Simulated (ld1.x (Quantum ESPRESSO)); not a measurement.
## Mn: variants of one TM potential

Base potential:

ld1.x (Quantum ESPRESSO) 7.5 input, shortened:

```
&input
   title='Mn', zed=25., rel=1, dft='PBE', iswitch=3,
   config='[Ar] 3d4 4s0 4p0'
 /
 &inputp
   pseudotype=2, tm=.true., lloc=2,
   nlcc=.true., new_core_ps=.true., rcore=0.50
 /
3
3S  1  0   2.00   0.00  0.80  0.80  0.0
3P  2  1   6.00   0.00  1.20  1.20  0.0
3D  3  2   4.00   0.00  1.15  1.15  0.0
 &test
   configts(1)='3s2 3p6 3d4 4s0 4p0'
 /
```

All-electron outer shells of the reference configuration (PBE, scalar-relativistic, ld1.x):

| shell | level (eV) | outermost node (bohr) | outermost maximum (bohr) |
| --- | --- | --- | --- |
| 2p | -667.28 | – | 0.19 |
| 3s | -121.83 | 0.34 | 0.74 |
| 3p | -90.29 | 0.31 | 0.75 |
| 3d | -41.20 | – | 0.75 |
| 4s | -30.17 | 1.02 | 2.10 |
| 4p | -23.42 | 1.10 | 2.38 |

Cutoffs, loose and tight: the cutoffs (Ry, on a coarse ladder) from which the occupation-weighted sum of valence levels, in a spherical-Bessel basis at the reference potential, stays within 10 and 1 mRy of its value at 400 Ry. They do not see the model core or the augmentation charge, which bear on the density cutoff. Test errors are all-electron minus pseudo excitation energies from the reference, over the configurations 3s2 3p6 3d5 4s2 4p0; 3s2 3p6 3d5 4s1 4p0; 3s2 3p6 3d5 4s0 4p0; 3s2 3p6 3d6 4s0 4p0; 3s2 3p6 3d5 4s0 4p2; 3s2 3p6 3d4 4s2 4p0; 3s2 3p6 3d3 4s0 4p0. A dash means not determined; rows that change the core or the reference have their own tests. The largest error is taken over the tests solved by every variant that gives reliable tests at all: 3s2 3p6 3d3 4s0 4p0; 3s2 3p6 3d5 4s0 4p0; 3s2 3p6 3d5 4s0 4p2; 3s2 3p6 3d5 4s1 4p0; 3s2 3p6 3d6 4s0 4p0.

A true bound ghost makes a file unfit for plane-wave use even where its test errors are small: the radial tests pick states by their node count and pass the ghost by. Where a test does run into it, the solver fails or the error is huge.

```tsv
change	outcome	cutoff, loose	cutoff, tight	bound ghosts	largest test error (meV)
base	generated	180 Ry	over 300 Ry	none	+75
all radii but the core radius scaled by about 0.77 (s 0.62, p 0.92, d 0.88 bohr)	generated	over 300 Ry	over 300 Ry	s	+2207
all radii but the core radius scaled by about 0.85 (s 0.68, p 1.02, d 0.98 bohr)	generated	230 Ry	over 300 Ry	none	+343
all radii but the core radius scaled by about 0.92 (s 0.74, p 1.10, d 1.06 bohr)	generated	180 Ry	over 300 Ry	none	+152
all radii but the core radius scaled by about 1.07 (s 0.86, p 1.28, d 1.22 bohr)	generated	180 Ry	300 Ry	none	-58
all radii but the core radius scaled by about 1.15 (s 0.92, p 1.38, d 1.32 bohr)	generated	160 Ry	300 Ry	none	-106
all radii but the core radius scaled by about 1.23 (s 0.98, p 1.48, d 1.42 bohr)	generated	140 Ry	260 Ry	none	-175
all radii but the core radius scaled by about 1.30 (s 1.04, p 1.56, d 1.50 bohr)	generated	140 Ry	230 Ry	none	-241
all radii but the core radius scaled by about 1.37 (s 1.10, p 1.64, d 1.58 bohr)	generated	110 Ry	180 Ry	none	-321
```

Reading the sweep of the scale of all radii but the core radius (base = 1) (base included, trends over the rows without a ghost): The loose cutoff falls from 230 Ry at 0.85 to 110 Ry at 1.37. A larger radius leaves more room for a smooth pseudo-wave, so fewer plane waves are needed; a smaller one forces it to follow the all-electron wave where it bends sharply. The median size of the test errors (rows with all tests solved) is not monotonic: lowest 9.3 meV at 0.85, highest 114.1 meV at 1.3. Bound ghosts are found at 0.77.
